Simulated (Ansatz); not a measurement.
Species: SiHCl2, charge 0, doublet. SiHCl2 (SMILES Cl[SiH]Cl, doublet).
B3LYP-D3(BJ)/def2-TZVP minimum from Ansatz (an electronic-structure program):
```
Si
H 1 1.4859
Cl 1 2.0620 2 107.71
Cl 1 2.0620 2 107.71 3 118.80
```
Charge 0, spin multiplicity 2.

Total energies in aug-cc-pV(D+d)Z, 19 correlated electrons, 15 frozen orbitals. Open shells are spin-unrestricted; no spin-orbit coupling. Cores are frozen in correlated methods. No relativity.

```tsv
method	program	energy (Eh)	minus CCSDT(Q) (mEh)
HF	Ansatz	-1208.59888	432.30
MP2	Ansatz	-1208.97830	52.88
CCSD	Ansatz	-1209.01558	15.60
CCSD(T)	Ansatz	-1209.02891	2.27
CCSDT(Q)	Ansatz	-1209.03118	0.00
```

Rough core times of Ansatz's runs on a shared machine: CCSD(T) 30 s, CCSDT(Q) 60 min.
